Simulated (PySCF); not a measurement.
How the method moves the HOMO and LUMO of `CC1=CO[Si@H]1O`

Species: C₃H₆O₂Si.
Numbering: `[CH3:1][C:2]1=[CH:3][O:4][Si@H:5]1[OH:6]` (hydrogens: H7, H8, H9 on C1; H10 on C3; H11 on Si5; H12 on O6)

Structure used (PBE0-D3(BJ)/def2-SVP), in Å, numbered top down from 1:
```
atom  x, y, z in Å
C1     1.368    0.834   -0.601
C2     0.341    0.025    0.105
C3     0.392   -0.650    1.276
O4    -0.794   -1.293    1.550
Si5   -1.341   -0.734   -0.002
O6    -2.737    0.141    0.033
H7     2.298    0.905   -0.015
H8     1.626    0.400   -1.581
H9     1.017    1.861   -0.794
H10    1.203   -0.781    2.005
H11   -1.615   -1.853   -0.931
H12   -2.729    0.947    0.560
```

Basis pcSseg-1 throughout (PySCF), one geometry. Isolated species at its PBE0-D3(BJ)/def2-SVP geometry (one conformer only).

Q: How do the orbital energies, the gap and the dipole change with the method?

A: 
```csv
method,kind,HOMO (eV),LUMO (eV),gap (eV),μ (D),SCF cycles
BLYP,GGA,-5.17,-0.91,4.26,2.07,17
B97-D,GGA,-5.31,-0.94,4.37,2.09,15
OPBE,GGA,-5.33,-0.93,4.40,2.02,15
PBE,GGA,-5.34,-1.06,4.28,2.07,15
KT3,GGA,-5.38,-1.01,4.37,2.00,15
KT2,GGA,-5.38,-1.06,4.32,2.06,17
BP86,GGA,-5.45,-1.14,4.31,2.10,15
LDA,LDA,-5.51,-1.29,4.22,2.19,16
B97-2,global hybrid,-6.34,-0.13,6.21,2.20,14
B3LYP,global hybrid,-6.34,-0.31,6.03,2.20,14
PBE0,global hybrid,-6.59,-0.10,6.49,2.22,14
mPW1PW91,global hybrid,-6.62,-0.11,6.51,2.23,14
BHandHLYP,global hybrid,-7.67,0.98,8.65,2.35,13
CAM-B3LYP,range-separated hybrid,-7.89,1.04,8.93,2.27,13
wB97X-D,range-separated hybrid,-8.44,1.72,10.16,2.26,14
LC-wPBE,range-separated hybrid,-9.26,2.19,11.45,2.28,14
HF,Hartree–Fock,-9.30,3.66,12.96,2.50,11
```

The HOMO spans 4.13 eV, from BLYP down to HF, and the gap runs from 4.22 eV (LDA) to 12.96 eV (HF). Over the methods BLYP (0 %), B97-D (0 %), OPBE (0 %), PBE (0 %), KT3 (0 %), KT2 (0 %), BP86 (0 %), LDA (0 %), B97-2 (21 %), B3LYP (20 %), PBE0 (25 %), mPW1PW91 (25 %), BHandHLYP (50 %), HF (100 %), a straight line through the gap against the share of exact exchange rises by 0.87 eV for each 10 % (correlation coefficient 1.000). The dipole ranges from 2.00 D (KT3) to 2.50 D (HF). This basis has no diffuse functions.
